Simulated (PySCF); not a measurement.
Cl(3+) (chlorine, charge +3) across methods

[Ne] 3s2 3p2, high-spin 3P determinant. Calculation: PySCF 2.14, in x2c-TZVPPall (5s5p3d1f, 42 functions); scalar relativity by spin-free X2C-1e.

```
method  E (hartree)  mean ε 3s α (eV)  mean ε 3s β (eV)  mean ε 3p α (eV)  Σ⟨r²⟩ (bohr²)   ⟨S²⟩
   PBE    -458.5759           -59.990           -57.023           -46.272          11.48  2.003
   LDA    -457.2314           -59.884           -57.205           -46.150          11.48  2.001
revPBE    -458.6889           -59.997           -56.941           -46.282          11.48  2.003
 B3LYP    -458.7749           -61.984           -58.499           -47.698          11.48  2.003
  PBE0    -458.6092           -62.599           -58.625           -48.153          11.48  2.004
r2SCAN    -458.7203           -60.916           -57.158           -46.880          11.49  2.006
  MN15    -458.8226           -62.566           -59.071           -49.001          11.42  2.002
   UHF   -458.19509           -69.535           -61.889           -53.005          11.57  2.010
```

Estimate the same row for M06.

E (hartree) = -458.7509; mean ε 3s α (eV) = -62.279; mean ε 3s β (eV) = -58.603; mean ε 3p α (eV) = -47.641; Σ⟨r²⟩ (bohr²) = 11.40; ⟨S²⟩ = 2.002.
